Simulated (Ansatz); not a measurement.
CH₃F₃GeSe (`C[Se][Ge]([F])([F])[F]`), relaxed with RKS PBE0-D4/def2-TZVP in Ansatz 0.2.0 from a PBE-D4/def2-SVP geometry. The force threshold is 0.005 eV/Å; the program also tests the step.

Total charge 0; spin multiplicity 1.

Start:

```xyz
9

C     0.472    1.026   -1.170
Se    1.371    0.530    0.528
Ge   -0.329   -0.918    1.145
F    -1.880   -0.145    1.315
F     0.000   -1.721    2.649
F    -0.631   -2.159   -0.041
H     0.334    0.131   -1.801
H    -0.494    1.519   -0.959
H     1.157    1.737   -1.666
```

(1) By how much does the energy fall, and how many steps does the optimiser take? (Best estimate.)

(2) Which bonds change most? (An estimate is asked.)

(3) Give the relaxed structure. (Estimate.)

Answers

(1) Computed: 5.80 kJ/mol, in 9 steps.

(2) Computed: Ge3–F6 from 1.743 to 1.715 Å; Ge3–F4 from 1.742 to 1.715 Å; Ge3–F5 from 1.737 to 1.709 Å; Se2–Ge3 from 2.317 to 2.293 Å.

(3) The calculation gave: 
```xyz
9

C     0.472    1.035   -1.175
Se    1.343    0.492    0.498
Ge   -0.337   -0.931    1.139
F    -1.863   -0.168    1.308
F     0.003   -1.681    2.637
F    -0.643   -2.190    0.016
H     0.342    0.176   -1.828
H    -0.476    1.523   -0.965
H     1.159    1.745   -1.631
```
